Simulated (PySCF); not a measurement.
## Computed properties of H4N2O2W, SMILES [NH2][W]([NH2])(=[O])=[O], multiplicity 1

W(O)2(NH2)2 (H4N2O2W), SMILES [O]=[W](=[O])([NH2])[NH2], multiplicity 1. The structure is a stationary point at r2SCAN-D4/def2-SVP. The spin state was assumed, not searched. The structure was generated by enumeration; whether it is a known compound was not checked. The def2 effective core potentials stand for the cores of W; spin–orbit coupling is left out. One conformer was computed; it need not be the lowest. All values are computed for the isolated molecule unless a solvent is named; none is compared with measurement here.

**Structure.** The optimised structure has C2v symmetry. All 21 harmonic modes at r2SCAN-D4/def2-SVP (PySCF) are real, so it is a minimum. With heavy atoms numbered as in [W:1](=[O:2])(=[O:3])([NH2:4])[NH2:7], the shortest bond between them is W1–O2 at 1.724 Å and the longest W1–N4 at 1.953 Å.

**Vibrations.** The strongest infrared lines (harmonic, unscaled, degenerate partners summed) lie at 429 cm⁻¹ (297 km/mol, H 76 %, N 20 %), 980 cm⁻¹ (205 km/mol, O 87 %, W 12 %), 3553 cm⁻¹ (169 km/mol, H 96 %). The softest mode is at 153 cm⁻¹ and the zero-point energy is 35.3 kcal/mol.

**Electronic structure.** HF/def2-TZVP (PySCF) places the frontier levels at -11.28 and 2.14 eV, a gap of 13.42 eV, and gives a dipole moment of 5.15 D and a mean polarisability of 53.7 bohr³. PBE/def2-TZVP (PySCF) at the same geometry gives -6.41 and -2.16 eV, so its gap is 9.17 eV narrower. An orbital gap is neither the optical nor the fundamental gap.

**Excitations.** TDDFT-ωB97X/def2-SVPD (PySCF) has S1 at 5.22 eV (237 nm, f = 0.000, dark); the most intense of the 10 singlets computed lies at 5.95 eV (f = 0.15). T1 (TDA) is at 4.83 eV. TDDFT-PBE/def2-SVPD (PySCF) puts S1 at 4.24 eV. No vertical singlet excitation falls in the visible range (under 3.1 eV).
